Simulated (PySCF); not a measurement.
# What a mistake does to a calculation on H6Si3

All numbers below are calculated, not measured. They come from PySCF 2.14.0, an open-source quantum chemistry program, on an isolated molecule that a program drew, which may never have been made. The molecule is H6Si3 (charge 0, singlet), drawn as the SMILES string `[SiH][SiH2][SiH3]`.

Each row is a Hartree-Fock (HF) and frozen-core CCSD(T) single point in the cc-pV(D+d)Z basis, meant for a local HF minimum. Run 1 is clean. Each other run has one planted mistake out of seven kinds, and not every kind appears here: one electron removed, one electron added, multiplicity raised by two, geometry at a saddle point, minimal basis STO-3G, one bond length entered in bohr, all coordinates scaled. The reference is restricted for singlets and unrestricted otherwise, and also for a bond in bohr. Adding or removing an electron swaps singlet and doublet. Electrons count all cores. HOMO and LUMO are orbital energies over both spins, the gradient is its largest component, and the lowest frequency (negative if imaginary) is given only where the gradient is small. Bond lengths are over the 8 bonds as drawn. T1 is the CCSD diagnostic: over 0.02 (restricted) or 0.045 (unrestricted) a single reference is doubtful.

Geometry of the clean run:
```xyz
9
H6Si3, angstrom
Si    0.1886   -1.0181    2.2151
Si    0.1161   -0.2407   -0.0684
Si    1.2851   -1.7283   -1.5042
H    -0.6587   -2.2285    1.8754
H    -1.2952   -0.1574   -0.5352
H     0.7183    1.1111   -0.2100
H     1.3277   -1.1993   -2.8885
H     0.6195   -3.0533   -1.5151
H     2.6787   -1.9104   -1.0264
```

```
run,electrons,basis functions,<S^2>,HOMO (eV),LUMO (eV),gradient (hartree/bohr),lowest frequency (cm^-1),mean bond (Å),longest bond (Å),T1,HF (hartree),CCSD(T) (hartree),mistake
1,48,99,0.000,-8.60,-0.09,3.1e-05,79,1.7162,2.413,0.0157,-870.22849,-870.59524,no fault
2,49,99,0.768,-1.82,6.81,2.0e-02,-,1.7162,2.413,0.0160,-870.26257,-870.63925,one electron added
3,48,99,0.000,-8.61,-0.10,5.2e-03,-,1.7334,2.437,0.0157,-870.22782,-870.59484,?
4,48,33,0.000,-5.55,5.50,3.9e-02,-,1.7162,2.413,0.0067,-860.22908,-860.39176,?
```

**Which mistake was planted in run 3, and what did it cost?**

The mean and the longest bond both change by the same factor, 1.010, and the gradient is no longer small. So the mistake is: all coordinates scaled. Subtracting run 1 and multiplying by 627.51 kcal/mol a hartree, the energy moved by 0.4 kcal/mol in HF and 0.3 kcal/mol in CCSD(T).

**Which mistake was planted in run 4, and what did it cost?**

It has 33 basis functions where the clean run has 99, with the same electrons and geometry. So the mistake is: minimal basis STO-3G. Subtracting run 1 and multiplying by 627.51 kcal/mol a hartree, the energy moved by 6274.7 kcal/mol in HF and 6402.8 kcal/mol in CCSD(T).

